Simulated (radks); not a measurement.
Values are calculated unless marked as measured or tabulated.
Dynamic dipole polarisability and lines of the argon ion Ar8+, [Ne]. Level of theory: non-relativistic Kohn-Sham, LB94 model potential, spin-polarised, spherical densities, point nucleus (a radial shooting solver on a logarithmic mesh with Libxc functionals). Time-dependent linear response with the Hartree and adiabatic LDA kernel, continuum included through the Sternheimer equations. Lines are the poles of the dipole polarisability below minus the highest occupied eigenvalue, found on a grid refined at the orbital gaps; the lowest seven at most are given, and weak or close lines can be missed. The first line takes the name of the lowest orbital gap if no other gap lies below it; otherwise a line is named after a gap within 0.6 % of it, if that gap stands alone.

photon energy (eV),alpha (bohr^3)
0,0.03854
20.472,0.03868
47.768,0.03917
75.065,0.04035
102.36,0.04275
129.66,0.04590
156.95,0.05064
184.25,0.05819
211.55,0.07199
238.84,0.1188
266.14,0.1233
293.43,-1.138
320.73,0.03553
348.03,-0.4579
375.32,-0.07349
402.62,-0.1112

Lines (eV, oscillator strength): 247.52 (5.009 nm, 2p-3s), f = 0.208; 291.34 (4.256 nm, unassigned), f = 1.95; 327.28 (3.788 nm, 2s-3p), f = 0.326; 346.62 (3.577 nm, 2p-4d), f = 0.575; 363.37 (3.412 nm, 2p-5s), f = 0.0150; 371.51 (3.337 nm, unassigned), f = 0.263. Higher lines, where found, are left out when the end of the mesh affects them. Those listed give 70 % of the static polarisability (sum of f/w^2). Orbital energy gaps for comparison: 2p-3s 246.76 eV; 2p-3d 286.48 eV; 2s-3p 326.85 eV; 2p-4s 329.62 eV; 2p-4d 344.58 eV.
